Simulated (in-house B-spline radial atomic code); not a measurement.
Values are calculated unless marked as measured or tabulated.
## Weak and strong correlation along the adiabatic connection

Two-electron singlets in several external potentials (atomic units), by full CI in B-splines with partial waves to l = 8 (correlation energies up to 0.6 % small). The repulsion is scaled by λ at fixed density; W(λ) is the mean repulsion less the Hartree energy, W(0) = E_x, and the area under W from 0 to 1 is E_xc.

Relative drop (W(λ) − E_x)/E_x:

```json
{"system": "−V exp(−r²/w²), V = 3.05, w = 2.99", "λ = 0.12": "0.0187", "λ = 0.25": "0.0370", "λ = 0.4": "0.0561", "λ = 0.6": "0.0786", "λ = 0.8": "0.0982", "λ = 1": "0.1154"}
{"system": "−Z/r, Z = 0.5, wall at 1 bohr", "λ = 0.12": "0.0070", "λ = 0.25": "0.0144", "λ = 0.4": "0.0226", "λ = 0.6": "0.0329", "λ = 0.8": "0.0428", "λ = 1": "0.0521"}
{"system": "−V exp(−r²/w²), V = 1.11, w = 4.98", "λ = 0.12": "0.0319", "λ = 0.25": "0.0611", "λ = 0.4": "0.0895", "λ = 0.6": "0.1203", "λ = 0.8": "0.1451", "λ = 1": "0.1654"}
{"system": "ω²r²/2 − Z/r, ω = 0.255, Z = -1", "λ = 0.12": "0.0482", "λ = 0.25": "0.0899", "λ = 0.4": "0.1276", "λ = 0.6": "0.1654", "λ = 0.8": "0.1936", "λ = 1": "0.2151"}
{"system": "−V exp(−r²/w²), V = 11.8, w = 3.93", "λ = 0.12": "0.0143", "λ = 0.25": "0.0288", "λ = 0.4": "0.0442", "λ = 0.6": "0.0628", "λ = 0.8": "0.0795", "λ = 1": "0.0945"}
{"system": "ω²r²/2 − Z/r, ω = 0.0422, Z = 2", "λ = 0.12": "0.0110", "λ = 0.25": "0.0223", "λ = 0.4": "0.0345", "λ = 0.6": "0.0497", "λ = 0.8": "0.0637", "λ = 1": "0.0766"}
{"system": "−Z/r, Z = 8.05, wall at 0.72 bohr", "λ = 0.12": "0.0023", "λ = 0.25": "0.0047", "λ = 0.4": "0.0075", "λ = 0.6": "0.0111", "λ = 0.8": "0.0147", "λ = 1": "0.0182"}
```

Order the systems by how far second-order (GL2) theory, half the initial slope (estimated from the first points of each curve), overshoots the correlation energy, least first.
A. ω²r²/2 − Z/r, ω = 0.0422, Z = 2
B. −V exp(−r²/w²), V = 3.05, w = 2.99
C. −Z/r, Z = 0.5, wall at 1 bohr
D. ω²r²/2 − Z/r, ω = 0.255, Z = -1
E. −V exp(−r²/w²), V = 1.11, w = 4.98
F. −V exp(−r²/w²), V = 11.8, w = 3.93
G. −Z/r, Z = 8.05, wall at 0.72 bohr

G (GL2/E_c = 1.03), C (GL2/E_c = 1.09), A (GL2/E_c = 1.15), F (GL2/E_c = 1.20), B (GL2/E_c = 1.26), E (GL2/E_c = 1.46), D (GL2/E_c = 1.66).

What else changes along this order?

The ratio follows the bend of the curve. With it the leading natural occupation goes from 1.999 to 1.840 and −T_c/E_c from 0.97 to 0.59 between the first and the last.
